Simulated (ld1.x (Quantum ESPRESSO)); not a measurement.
## An all-electron radial function and its pseudo partner (Bi)

Columns: radius, all-electron u(r) and pseudo u(r) of the 6p shell (level -4.89 eV) of bismuth in the configuration [Xe] 4f14 5d10 6s1.75 6p3.25; PBEsol, non-relativistic, RRKJ scheme, ld1.x (Quantum ESPRESSO) 7.5.

```tsv
r (bohr)	all-electron	pseudo
0.108	-0.1034	0.0012
0.215	0.0217	0.0049
0.322	0.1839	0.0113
0.430	0.0925	0.0210
0.538	-0.0885	0.0346
0.645	-0.2279	0.0523
0.752	-0.2882	0.0748
0.860	-0.2754	0.1027
0.968	-0.2105	0.1358
1.075	-0.1164	0.1738
1.182	-0.0097	0.2162
1.290	0.0992	0.2629
1.398	0.2019	0.3122
1.505	0.2937	0.3624
1.612	0.3737	0.4123
1.720	0.4421	0.4608
1.828	0.4985	0.5057
1.935	0.5433	0.5452
2.042	0.5781	0.5783
2.150	0.6043	0.6043
2.258	0.6224	0.6224
2.365	0.6335	0.6335
2.472	0.6387	0.6387
2.580	0.6389	0.6389
2.688	0.6346	0.6346
2.795	0.6269	0.6269
```

**Question.** How many radial nodes do the two functions have?

**Answer.** The all-electron 6p function has n − l − 1 = 4 (the table is too coarse to show those close to the nucleus); the pseudo-wave has 0, since the states of the same l below it are removed with the core.

**Question.** At about which radius was the pseudo-wave matched?

**Answer.** 2.15 bohr. The columns agree to 0.0005 from 2.04 bohr on; several derivatives are matched, so the curves merge somewhat inside the radius.

**Question.** Where does each function peak?

**Answer.** Outermost all-electron maximum near 2.58 bohr, pseudo maximum near 2.58 bohr (to the table’s step).

**Question.** Is the pseudo-wave norm-conserving?

**Answer.** Yes: the RRKJ scheme keeps the norm inside the radius equal to the all-electron one, which fixes the energy derivative of the logarithmic derivative at the level.
